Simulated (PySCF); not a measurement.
A side-by-side comparison of computed properties.

First species: C4H7NSi.
SMILES with atom numbers: `[CH3:1][Si@@H:2]1[CH2:3][C@@H:4]1[C:5]#[N:6]` (hydrogens: H7, H8, H9 on C1; H10 on Si2; H11, H12 on C3; H13 on C4)

Cartesian coordinates in Å at the GFN2-xTB level; atoms count from 1:
```
atom  x, y, z in Å
C1     1.940    0.103   -0.213
Si2    0.425   -0.664    0.606
C3    -1.125   -0.951   -0.416
C4    -1.229    0.297    0.496
C5    -1.249    1.548   -0.145
N6    -1.219    2.564   -0.681
H7     2.569   -0.654   -0.672
H8     2.544    0.643    0.511
H9     1.638    0.807   -0.984
H10    0.588   -1.449    1.820
H11   -1.124   -0.735   -1.476
H12   -1.824   -1.740   -0.176
H13   -1.938    0.231    1.312
```

Second species: C4H7NSi.
Numbering: `[N:1]#[C:2][CH2:3][SiH:4]1[CH2:5][CH2:6]1` (hydrogens: H7, H8 on C3; H9 on Si4; H10, H11 on C5; H12, H13 on C6)

Cartesian coordinates in Å at the GFN2-xTB level; atoms count from 1:
```
atom  x, y, z in Å
N1     3.5481    0.4634    0.7764
C2     2.5987   -0.1057    0.4861
C3     1.4012   -0.7823    0.1035
Si4    0.0815    0.4827   -0.4640
C5    -1.6622   -0.1923   -0.6763
C6    -1.4654    0.6635    0.5915
H7     1.0336   -1.3614    0.9515
H8     1.6414   -1.4750   -0.7049
H9     0.5821    1.5681   -1.2861
H10   -1.8857   -1.2371   -0.5117
H11   -2.3139    0.2322   -1.4251
H12   -1.9986    1.6024    0.6077
H13   -1.5652    0.1420    1.5337
```

Levels: PBE0/def2-SVPD for dipole moment, HOMO energy, LUMO energy, HOMO–LUMO gap, static isotropic polarisability and electronic spatial extent ⟨r²⟩ about the centre of nuclear charge; TDDFT PBE0/def2-SVPD for lowest singlet excitation; TDA PBE0/def2-SVPD for lowest triplet excitation (Tamm–Dancoff); GFN2-xTB for rotational constant A and rotational constant C. Geometries: GFN2-xTB. Each structure is a single optimised conformer of the isolated species, non-relativistic unless stated; the electronic structure was computed with PySCF and density fitting.

Dipoles, sizes and rotational constants follow the conformer. The torsions of the flexible species, by atom-mapped SMILES:
- `[N:1]#[C:2][CH2:3][SiH:4]1[CH2:5][CH2:6]1`: C2–C3–Si4–C5 -168°

Which of the two has the higher dipole moment, and by how much?

The first: 4.69 D against 4.07 D, a difference of 0.62 D.

Which of the two has the higher S1 energy, and by how much?

The second: 6.41 eV against 6.23 eV, a difference of 0.18 eV.

Which of the two has the higher rotational constant C, and by how much?

The first: 1.700 GHz against 1.369 GHz, a difference of 0.331 GHz.

Which has the higher HOMO–LUMO gap?

The second: 7.31 eV against 7.09 eV, a difference of 0.22 eV.

Which of the two has the higher ⟨r²⟩, and by how much?

The second: 887 bohr² against 750 bohr², a difference of 137 bohr².

Which of the two has the higher T1 energy, and by how much?

The second: 5.03 eV against 4.93 eV, a difference of 0.10 eV.

Which has the higher LUMO energy?

The second: 0.07 eV against -0.20 eV, a difference of 0.27 eV.

Which has the higher rotational constant A?

The second: 9.070 GHz against 4.414 GHz, a difference of 4.656 GHz.

On the first: In wavenumbers S1 is 50200 cm⁻¹ (1 eV = 8065.54 cm⁻¹). S1 lies 0.86 eV below the HOMO–LUMO gap; its leading configuration is HOMO→LUMO, weight 0.62.

On the second: The principal polarisabilities are 63.7, 65.6 and 101.0 au; their mean is the isotropic value. The polarisability is 11.38 Å³ as a volume (1 au = 0.148185 Å³), or 1.48 au for each of the 52 electrons.
